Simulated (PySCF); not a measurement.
H6O3Si2, singlet, at a GFN2-xTB geometry, with bond 8-4 at 1.8 times its length; PySCF with CASSCF(4,4)+NEVPT2/6-31G.

Here is a job for PySCF.
```python
from pyscf import gto, scf, mcscf, mrpt
import numpy

mol = gto.M(
    atom='''
O    -1.744954    0.039343    0.535940
Si   -0.304813   -0.190528   -0.197797
O    -0.463009    0.343366   -1.732445
O    -0.064790   -1.803327   -0.278308
Si    1.396720    0.873041    0.906347
H    -2.011639   -0.548292    1.235240
H    -1.005438    1.105192   -1.908082
H     0.854499   -2.452603   -1.569443
H     1.478914    0.500850    2.326040
H     1.267441    2.337131    0.883127
H     2.720119    0.578921    0.338086
''',
    basis='6-31g',
    charge=0,
    spin=0,
    verbose=4,
)

mf = scf.RHF(mol)
mf.kernel()
mc = mcscf.CASSCF(mf, 4, 4)
mc.fix_spin_(ss=0.0)
mc.kernel()
occ = numpy.linalg.eigvalsh(mc.fcisolver.make_rdm1(mc.ci, mc.ncas, mc.nelecas))[::-1]
ss = mc.fcisolver.spin_square(mc.ci, mc.ncas, mc.nelecas)[0]
print('natural occupations', occ.round(4), ' <S^2>', round(ss, 4))
e2 = mrpt.NEVPT(mc).kernel()
print('E(NEVPT2) = %.10f' % (mc.e_tot + e2))
```

Question: Predict the main parts of the log of this PySCF run.

Answer: 
```
PySCF version 2.14.0

[INPUT] verbose = 4
[INPUT] num. atoms = 11
[INPUT] num. electrons = 58
[INPUT] charge = 0
[INPUT] spin (= nelec alpha-beta = 2S) = 0
[INPUT] symmetry False subgroup None
[INPUT] Mole.unit = angstrom
[INPUT] Symbol           X                Y                Z      unit          X                Y                Z       unit  Magmom
[...]
nuclear repulsion = 315.288466990096
number of shells = 41
number of NR pGTOs = 182
number of NR cGTOs = 65
basis = 6-31g
ecp = {}

******** <class 'pyscf.scf.hf.RHF'> ********
method = RHF
initial guess = minao
damping factor = 0
level_shift factor = 0
DIIS = <class 'pyscf.scf.diis.CDIIS'>
diis_start_cycle = 1
diis_space = 8
diis_damp = 0
SCF conv_tol = 1e-09
SCF conv_tol_grad = None
SCF max_cycles = 50
direct_scf = True
direct_scf_tol = 1e-13
Set gradient conv threshold to 3.16228e-05
Initial guess from minao.
init E= -805.910554617644
[...]
cycle= 1 E= -805.480635017501  delta_E= 0.43  |g|= 0.854  |ddm|=  2.9
[...]
cycle= 2 E= -805.569290567095  delta_E= -0.0887  |g|=  0.7  |ddm|= 1.22
[...]
cycle= 3 E= -805.663113426127  delta_E= -0.0938  |g|= 0.079  |ddm|= 0.589
[...]
cycle= 4 E= -805.665749747429  delta_E= -0.00264  |g|= 0.0531  |ddm|= 0.118
[...]
cycle= 5 E= -805.666592564059  delta_E= -0.000843  |g|= 0.012  |ddm|= 0.0693
[...]
cycle= 6 E= -805.666699523416  delta_E= -0.000107  |g|= 0.0026  |ddm|= 0.0363
[...]
cycle= 7 E= -805.666705837477  delta_E= -6.31e-06  |g|= 0.000936  |ddm|= 0.00753
[...]
cycle= 8 E= -805.666706755724  delta_E= -9.18e-07  |g|= 0.000516  |ddm|= 0.00236
[...]
cycle= 9 E= -805.666707053098  delta_E= -2.97e-07  |g|= 0.000265  |ddm|= 0.00119
[...]
cycle= 10 E= -805.66670718546  delta_E= -1.32e-07  |g|= 9.78e-05  |ddm|= 0.00102
[...]
cycle= 11 E= -805.666707207147  delta_E= -2.17e-08  |g|= 3.31e-05  |ddm|= 0.000504
[...]
cycle= 12 E= -805.66670720892  delta_E= -1.77e-09  |g|= 2.01e-05  |ddm|= 0.000134
[...]
cycle= 13 E= -805.666707209382  delta_E= -4.62e-10  |g|= 1.05e-05  |ddm|= 5.59e-05
[...]
Extra cycle  E= -805.666707209503  delta_E= -1.21e-10  |g|= 7.9e-06  |ddm|= 1.97e-05
converged SCF energy = -805.666707209503

******** <class 'pyscf.mcscf.mc1step.CASSCF'> ********
CAS (2e+2e, 4o), ncore = 27, nvir = 34
max_cycle_macro = 50
max_cycle_micro = 4
conv_tol = 1e-07
conv_tol_grad = None
orbital rotation max_stepsize = 0.02
orbital rotation threshold for CI restart = 0.01
augmented hessian ah_max_cycle = 30
augmented hessian ah_conv_tol = 1e-12
[...]
CASCI E = -805.677070931675  S^2 = 0.0000000
CASSCF energy = -805.746264690843
CASCI E = -805.746264690843  E(CI) = -3.72844188430167  S^2 = 0.0000000
[...]
3 O 3s           0.00162   0.00441  -0.00368  -0.00024
3 O 2px          0.00289  -0.41598  -0.33883   0.01417
3 O 2py         -0.00108   0.13584   0.14471   0.00659
3 O 2pz         -0.00760   0.61904   0.49712  -0.00858
3 O 3px          0.00430  -0.01143   0.03187   0.00047
3 O 3py          0.00283  -0.00415   0.00705  -0.00095
3 O 3pz          0.00122   0.01896  -0.04709   0.00175
4 Si 1s         -0.00011  -0.00000   0.00001  -0.00022
4 Si 2s          0.00221  -0.00013  -0.00002  -0.00148
4 Si 3s          0.25004  -0.00593  -0.01017  -0.38020
4 Si 4s         -0.01879  -0.00045  -0.00038  -0.05728
4 Si 2px        -0.00712   0.00001  -0.00000   0.00083
4 Si 2py         0.00171  -0.00011   0.00008  -0.00032
4 Si 2pz         0.00322  -0.00013   0.00005  -0.00052
4 Si 3px         0.54846   0.01336   0.01729  -0.51736
4 Si 3py        -0.13962   0.01200   0.01228   0.14746
4 Si 3pz        -0.25761   0.00444   0.00590   0.26324
4 Si 4px        -0.07109  -0.00117  -0.00281   0.02240
4 Si 4py         0.01474   0.00369  -0.00232  -0.00417
4 Si 4pz         0.02930  -0.00291  -0.00027  -0.00893
5 H 1s          -0.00483   0.00011   0.00010   0.00584
5 H 2s           0.00105   0.00028   0.00091  -0.00529
6 H 1s          -0.00122  -0.01375   0.00478   0.00006
6 H 2s          -0.00230   0.00579  -0.00047   0.00401
7 H 1s          -0.00142  -0.62637   0.76439   0.01307
7 H 2s          -0.00056  -0.02703   0.03505   0.00185
8 H 1s          -0.07427  -0.00850   0.00373   0.03404
8 H 2s          -0.00781   0.00090   0.00089   0.00855
9 H 1s          -0.07555   0.00347   0.00998   0.03490
9 H 2s          -0.00784  -0.00036   0.00043   0.00841
10 H 1s          0.72276   0.01238   0.00322   0.66822
10 H 2s         -0.02033  -0.00137   0.00086  -0.15810
<CAS-nat-orb|mo-hf>  28     26       0.67413852
<CAS-nat-orb|mo-hf>  28     28       0.46821277
<CAS-nat-orb|mo-hf>  29     26      -0.51300707
<CAS-nat-orb|mo-hf>  29     28       0.75501514
<CAS-nat-orb|mo-hf>  30     30       0.94907600
<CAS-nat-orb|mo-hf>  31     31       0.50159823
<CAS-nat-orb|mo-hf>  31     36       0.41046478
Sr    (-1)',   E = -0.00004583031927
Si    (+1)',   E = -0.00002012963376
Sijrs (0)  ,   E = -0.38369023628433
Sijr  (+1) ,   E = -0.00714172794028
Srsi  (-1) ,   E = -0.02737759168007
Srs   (-2) ,   E = -0.00251811579941
Sij   (+2) ,   E = -0.00080937750425
Sir   (0)' ,   E = -0.02184102090649
Nevpt2 Energy = -0.443444030067847
E(NEVPT2) = -806.1897087209
```
